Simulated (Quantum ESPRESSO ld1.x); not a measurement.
Results of a calculation; reference values are marked as such.
The table gives one normalised radial function P(r) = r R(r) (large component) of Ce21+ in [Kr] 4d1 (r in bohr). Code: ld1.x of Quantum ESPRESSO 7.5. Model: Dirac Kohn-Sham, relativistic LDA (MacDonald-Vosko exchange, VWN5 correlation), spin-unpolarised, spherical densities, point nucleus; open shells are shared between the two j in proportion to 2j + 1.

| r | P |
|---|---|
| 0.002053 | 0.0001 |
| 0.002966 | 0.0002 |
| 0.004286 | 0.0005 |
| 0.006242 | 0.0012 |
| 0.009019 | 0.0032 |
| 0.01303 | 0.0085 |
| 0.01883 | 0.0216 |
| 0.02742 | 0.0544 |
| 0.03962 | 0.1266 |
| 0.05724 | 0.2697 |
| 0.08271 | 0.5038 |
| 0.1205 | 0.7771 |
| 0.174 | 0.8500 |
| 0.2515 | 0.4029 |
| 0.3633 | -0.5737 |
| 0.525 | -1.3739 |
| 0.7646 | -1.1909 |
| 1.105 | -0.4451 |
| 1.596 | -0.0575 |

Which n and l does it have? It may be an empty orbital.

Answer. n = 4, l = 2: the number of nodes gives n - l - 1 = 1, the rise at small r points to l (for j = l - 1/2 the large component starts as r^gamma with gamma = sqrt(l^2 - (Z/c)^2) = 1.95 and the r^(l+1) term takes over further out; the orbital of l - 1 with the same j starts with the same power, but with a larger coefficient, and does not steepen), and the extent must fit the shell. The curve is that of 4d3/2; the two j differ most near the nucleus, where j = l - 1/2 has the larger amplitude, and in heavy atoms j = l - 1/2 is also the more compact. 4d3/2: eigenvalue -597.61 eV, 1 radial node at r = 0.297 bohr, <r> = 0.628 bohr, 90 % of the charge inside 0.917 bohr.
